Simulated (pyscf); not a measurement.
Single points on ωB97X-D3(BJ)/def2-SVP structures (PySCF, gas phase). MP2 and CC: frozen core, UHF for open shells. ΔMP2 is the change of the MP2 total energy from the triple- to the quadruple-zeta basis.

Problem. For C₂H₆Si (SMILES C1C[SiH2]1) → H₃C–CH₂–SiH: (SMILES CC[SiH]) [singlet], a rearrangement (singlet surface; H–Si, C–Si broken, C–H formed), PBE/def2-TZVP gives ΔE‡ = 21.4 kcal/mol and ΔE = +16.7 kcal/mol (zero: the reactant's lowest minimum found). In which direction and how far do r²SCAN/def2-TZVP, ωB97M-D3(BJ)/def2-TZVP, CCSD(T)/def2-TZVPP + ΔMP2(QZVPP) move these?

Solution. r²SCAN: ΔE‡ = 24.7 kcal/mol, ΔE = +19.6 kcal/mol; ωB97M-D3(BJ): ΔE‡ = 26.3 kcal/mol, ΔE = +13.2 kcal/mol; CCSD(T): ΔE‡ = 26.6 kcal/mol, ΔE = +14.3 kcal/mol. PBE's barrier lies under all of them, by 3.3 to 5.2 kcal/mol. Its reaction energy lies among theirs. cyclic C₂H₆Si (SMILES C1C[SiH2]1) lies 7.4 kcal/mol over its isomer H₂C=CH–SiH₃, and others may lie lower still (electronic energy, ωB97M-D3(BJ)). H₃C–CH₂–SiH: [singlet] lies 20.7 kcal/mol over its isomer H₂C=CH–SiH₃, and others may lie lower still (electronic energy, ωB97M-D3(BJ)). This is the saddle that the search found; another between the same sides may lie lower. The CCSD(T) − MP2 part came from Ansatz, without density fitting, on the same reference.
